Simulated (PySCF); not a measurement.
# Exercise with solution: dipole moment from atomic charges

Se(NH2)(SiH3) (H5NSeSi), SMILES [Se]([SiH3])N. Atoms are numbered in the order given.

```xyz
8

Se     0.4857     0.5269     0.0000
N     -1.3245     1.1596     0.0000
H     -1.4141     1.7716     0.8243
H     -1.4141     1.7716    -0.8243
Si    -0.2360    -1.6549     0.0000
H      1.0004    -2.5159     0.0000
H     -1.0555    -1.9463     1.2258
H     -1.0555    -1.9463    -1.2258
```
Charge 0, spin multiplicity 1.

Geometry optimised at PBE-D3(BJ)/def2-SVP. The values are those of a single conformer.

Charges (e) from HF/def2-TZVPD (PySCF):

```csv
atom,ESP fit,IAO
Se1,-0.096,0.002
N2,-0.745,-0.720
H3,0.356,0.261
H4,0.356,0.261
Si5,0.222,0.688
H6,-0.034,-0.169
H7,-0.029,-0.162
H8,-0.029,-0.162
```

The dipole moment of the full density is 0.91 D.

### Question
What dipole moment does each set of point charges give, and which comes closer to that of the density?

### Answer

μ = Σ q r, and 1 e Å = 4.8032 D.
ESP fit: Σ q r = (-0.092, 0.178, 0.000) e Å, |μ| = 0.96 D.
IAO: Σ q r = (0.227, 0.008, 0.000) e Å, |μ| = 1.09 D.
ESP fit comes closer in size. Point charges leave out the atoms' own dipoles (lone pairs, polarised bonds); fits to the potential absorb them, partitions of the density don't.
